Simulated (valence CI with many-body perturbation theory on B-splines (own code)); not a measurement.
La⁵²⁺ in brief

Method: configuration interaction combined with many-body perturbation theory (CI+MBPT): three valence electrons over a frozen Dirac-Fock core [He], radial functions for each j: 11 s, 11 p, 9 d, 7 f, 5 g, 2 h, 1 i, with the one-electron correlation potential Σ1 (screened to all orders), the two-electron term Σ2, the three-electron term Σ3, Breit, model QED; selected single and double excitations, second order for the rest (own B-spline code, finite nucleus).

The last digits are not significant, and no measured levels were compared; by estimate large intervals hold to a few tenths of a per cent, small ones and those within an open d or f shell to about a per cent.

Levels are named by their leading jj configuration (3d3/2^4 stands for four electrons in 3d with j = 3/2), which in mixed levels can hold well under half, so a name can repeat and another be missing.

Rates and lifetimes use the calculated energies. Strong lines usually hold to 10 to 20 %, long lifetimes can be off by a factor of two.

Question: What is the ground level?

Answer: (2s^2 2p1/2) J=1/2, composition 100 % 2s2.2p 2P°, g = 0.638.

Question: What are the static dipole polarisabilities of the lowest levels?

Answer: (2s^2 2p1/2) J=1/2 0.000532 bohr³, of which the core gives 7.24e-07.

Question: Among levels below 509.17 Ry, which E1 lines absorb most strongly from the ground level?

Answer: to (2s^2 3d3/2) J=3/2 at 0.2035 nm, f = 0.532; to (2s 2p1/2 3p1/2) J=3/2 at 0.2052 nm, f = 0.254; to (2s 2p1/2 3p3/2) J=3/2 at 0.2003 nm, f = 0.181.

Question: How well does LS coupling describe the low levels?

Answer: Among the lowest 20 levels the leading LS term, summed over configurations, holds 76 % on average. For single configurations the figures are 76 % in LS and 99 % in jj coupling. Terms mix most in the J = 3/2 level at 62.75 Ry, where the leading one holds 47 %.

Question: What is the ionisation energy?

Answer: 10422 eV; NIST lists 10426 ± 4 eV (theoretical).
